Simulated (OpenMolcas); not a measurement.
**Dy2+ in NaCl: curves along the breathing mode**

Dy2+ with its 6 nearest chloride ions, on the Na site of NaCl (a = 5.64056 Å, distance in the model lattice 2.820 Å). The rest of the host is ab initio model potentials to 7.6 Å, with orthogonalisation functions on the cations behind the ligands, and point charges beyond; the distance is set by hand and nothing relaxes, and no local charge compensation is placed. Ligand basis ANO-RCC-VDZP.

```yaml
Program: OpenMolcas
Method: CASSCF
Basis: ANO-RCC-VDZP [7s6p4d2f1g]
Scalar_Hamiltonian: DKH2, point nucleus
Active_space: 10 electrons in 7 orbitals (4f)
State_averaging: 2S+1 = 5 even, 35 roots (33 in the spin-orbit step); 2S+1 = 3 even, 106 roots kept (CI in the orbitals of an earlier block); 2S+1 = 1 even, 44 roots kept (CI in the orbitals of an earlier block, 31 in the spin-orbit step)
Spin-orbit_coupling: RASSI with atomic mean-field integrals over the reference wave functions
```

Spin-free energies (labels of O, the rotations of Oh) in cm-1 above the lowest fitted minimum, as all ligands move together:

```tsv
R (Å)	5A2	5T2	5E	5T1	5A1	5T2(2)	5T1(2)
2.64	2520	2570	2610	2660	2670	2690	18910
2.702	420	460	500	550	560	580	16820
2.764	50	90	120	170	180	190	16450
2.827	1220	1250	1280	1330	1340	1350	17620
2.889	3710	3740	3760	3810	3820	3830	20120
2.951	7430	7450	7470	7520	7530	7540	23830
3.013	12310	12330	12350	12400	12400	12410	28720
```

Cubic fits give the following; the wavenumber is harmonic, with the mass of all moving ligands, small differences in it between states hang on the degree of the fit, a number in brackets counts states of one label, and the table is a selection of at most 14 states with clean curves.

| State | R0 (Å) | Breathing mode (cm-1) | Minimum (cm-1) |
| --- | --- | --- | --- |
| 5A2 | 2.749 | 253 | 0 |
| 5T2 | 2.749 | 253 | 40 |
| 5E | 2.749 | 253 | 70 |
| 5T1 | 2.749 | 253 | 120 |
| 5A1 | 2.749 | 253 | 130 |
| 5T2(2) | 2.749 | 253 | 150 |
| 5T1(2) | 2.748 | 253 | 16400 |
| 5A1(2) | 2.748 | 253 | 16420 |
| 5T2(3) | 2.748 | 253 | 16440 |
| 5A2(2) | 2.748 | 253 | 16440 |
| 3T1 | 2.748 | 253 | 19430 |
| 3T2 | 2.748 | 253 | 19440 |
| 3A2 | 2.748 | 253 | 19460 |
| 3T2(2) | 2.748 | 253 | 19470 |

For an f ion spin-orbit coupling outweighs the ligand field, so these spin-free curves are not those of observable levels.

High states are left out of the spin-orbit mixing, which shifts the levels that they would mix with. Without dynamic correlation the ligand-field splitting of an f shell can come out too small, at times by half. A group larger than the point group allows holds several states that coincide in this model. No measured value stands beside these numbers.
